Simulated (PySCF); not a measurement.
Al(Me)(OH)(PH2) (CH6AlOP), SMILES [CH3][Al]([OH])[PH2].

Coordinates come from a B3LYP-D3(BJ)/def2-SVP optimisation. The structure was generated by enumeration; whether it is a known compound was not checked. Other conformers were not sampled.

Level of theory: C-PCM-M06-2X/def2-SVP run with PySCF.

The values are the electrostatic part of the solvation free energy, E(continuum) − E(gas) at the gas-phase geometry, in a cavity of scaled van der Waals radii (PySCF's table); cavitation and dispersion terms are not included. A continuum can't describe solvent molecules that bind to the metal. In vacuum the orbital gap is 8.28 eV. The dipole moment in vacuum is 0.85 D.

```csv
solvent,ε,ΔG(elec) (kcal/mol),dipole (D),gap (eV)
water,78.36,…,…,…
1-octanol,9.86,-6.1,1.18,8.55
chloroform,4.71,-5.3,1.13,8.51
```

Q: Complete the blanks. (An estimate is asked for; the answer gives what the named calculation found.)

A: 
- water, ΔG(elec) (kcal/mol): -6.8
- water, dipole (D): 1.23
- water, gap (eV): 8.59
